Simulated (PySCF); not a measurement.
**Xe⁴²⁺: ionisation energy**

Xe⁴²⁺ [Ne] 3s2 (1S) → Xe⁴³⁺ [Ne] 3s1 (2S), as a difference of total energies. Computed with PySCF 2.14 in an even-tempered Gaussian basis (18 s from 8.4 bohr⁻², ratio 2.5; 12 p from 11 bohr⁻², ratio 2.5; 4 d from 40 bohr⁻², ratio 2.7; 4 f from 60 bohr⁻², ratio 2.7), with the spin-free X2C one-electron Hamiltonian (Gaussian nucleus). Correlated levels: outer shells: 1s2 frozen; virtual orbitals above 40 to 60 times the deepest correlated orbital energy dropped. The calculations carry no spin-orbit coupling.

```json
{"method": "UHF", "ionisation energy (eV)": "3243.1"}
{"method": "LDA", "ionisation energy (eV)": "3247.4"}
{"method": "PBE", "ionisation energy (eV)": "3249.7"}
{"method": "PBE0", "ionisation energy (eV)": "3248.4"}
{"method": "r2SCAN", "ionisation energy (eV)": "3243.0"}
{"method": "TPSSh", "ionisation energy (eV)": "3247.3"}
{"method": "BP86", "ionisation energy (eV)": "3249.1"}
{"method": "MP2 (outer shells)", "ionisation energy (eV)": "3246.5"}
{"method": "SCS-MP2 (outer shells)", "ionisation energy (eV)": "3247.0"}
```

**Question.** How much does correlation contribute at MP2 (outer shells)?

**Answer.** 3246.5 − (3243.1) = 3.4 eV, measured against UHF.

Breit and QED terms and the two-electron picture change are absent.

For comparison: 3243 ± 4 eV (theoretical estimate listed by NIST; NIST Atomic Spectra Database, ionization energies).
